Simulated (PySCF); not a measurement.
## Electron correlation in Ru²⁺ (ruthenium, charge +2)

[Kr] 4d6, high-spin 5D determinant. Computed with PySCF 2.14 in aug-cc-pVTZ-DK (9s8p6d3f2g, 102 functions), with scalar relativity by spin-free X2C-1e. Frozen: [Kr]; 6 electrons correlated.

```tsv
level	correlation energy (mhartree)
CCSD	-110.88
(T)	-2.26
CCSD(T)	-113.14
```

Diagnostics: T1 = 0.0017, D1 = 0.0032, largest double amplitude 0.024.

Is a single reference adequate?

Yes, within this model without spin-orbit coupling: T1 lies below 0.03 and no double amplitude reaches 0.07.
